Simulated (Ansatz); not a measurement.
C₂H₆GaN, relaxed with RKS PBE0-D4/def2-TZVP in Ansatz 0.2.0 from a PBE-D4/def2-SVP geometry. The force threshold is 0.005 eV/Å; the program also tests the step.

Charge 0, multiplicity 1. The bonds changed during the relaxation, so this is another structure than the one it started from.

Start:

```xyz
10

C     0.351    0.038    0.466
C    -0.594   -1.046   -0.062
Ga    1.615    2.112   -1.321
N     0.271    1.296   -0.261
H     0.155    0.187    1.557
H     1.400   -0.335    0.409
H    -0.501   -1.986    0.521
H    -1.652   -0.714    0.003
H    -0.380   -1.269   -1.127
H    -0.665    1.717   -0.184
```

| step | energy (eV) | largest force (eV/Å) | largest move (Å) |
| --- | --- | --- | --- |
| 1 | -56030.2930 | 0.486 | 0.000 |
| 2 | -56030.3272 | 0.154 | 0.022 |
| 3 | -56030.3310 | 0.019 | 0.014 |
| 4 | -56030.3310 | 0.016 | 0.005 |
| 5 | -56030.3312 | 0.012 | 0.015 |
| 6 | -56030.3312 | 0.020 | 0.011 |
| 7 | -56030.3312 | 0.009 | 0.003 |
| 8 | -56030.3312 | 0.002 | 0.001 |

End:

```xyz
10

C     0.350    0.037    0.459
C    -0.592   -1.038   -0.058
Ga    1.617    2.096   -1.272
N     0.258    1.284   -0.269
H     0.166    0.190    1.532
H     1.382   -0.330    0.389
H    -0.491   -1.964    0.516
H    -1.633   -0.710    0.019
H    -0.389   -1.255   -1.109
H    -0.668    1.690   -0.207
```

Run time 18 s (4 threads of an Intel Xeon Platinum 8488C on a shared host); peak host memory 0.48 GiB.
